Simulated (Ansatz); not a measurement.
CH6SiZn, SMILES `[SiH3][CH2][ZnH]`. The species carries charge 0 and has multiplicity 1.

Cartesian coordinates in Å:
```
Si -0.4154 0.7573 -0.9084
C 0.6201 0.1421 0.5067
Zn 0.0853 -1.6113 1.1578
H -0.3366 -0.1821 -2.0636
H -0.0046 2.1037 -1.4011
H -1.8491 0.8486 -0.5090
H 0.5620 0.8511 1.3400
H 1.6701 0.0897 0.1979
H -0.3319 -2.9992 1.6798
```

Question: List the harmonic frequencies (cm⁻¹, unscaled) at PBE0-D4/def2-TZVP in Ansatz. (Best estimate.)

Answer: Computed: 120, 121, 407, 448, 486, 491, 677, 727, 752, 935, 951, 959, 965, 979, 1379, 1909, 2195, 2201, 2203, 3049, 3106.

Question: Is this a minimum?

Answer: Yes, all 21 modes are real.

Question: Give the ideal-gas thermochemistry at 298.15 K and 1 bar (rigid rotor, harmonic oscillator; point group Cs, symmetry number 1).

Answer: Zero-point energy 149.9 kJ/mol; H(298) − E = 167.6 kJ/mol; entropy 320.0 J/(mol·K), of which translation 167.7, rotation 107.4, vibration 45.0; G(298) − E = 72.2 kJ/mol.

Question: And at 400, 500, 600, 800 and 1000 K?

Answer: 
| T (K) | H − E (kJ/mol) | S (J/mol/K) | G − E (kJ/mol) |
| --- | --- | --- | --- |
| 400 | 177.9 | 349.7 | 38.1 |
| 500 | 189.7 | 375.9 | 1.8 |
| 600 | 202.8 | 399.7 | -37.0 |
| 800 | 231.9 | 441.4 | -121.3 |
| 1000 | 264.0 | 477.2 | -213.2 |
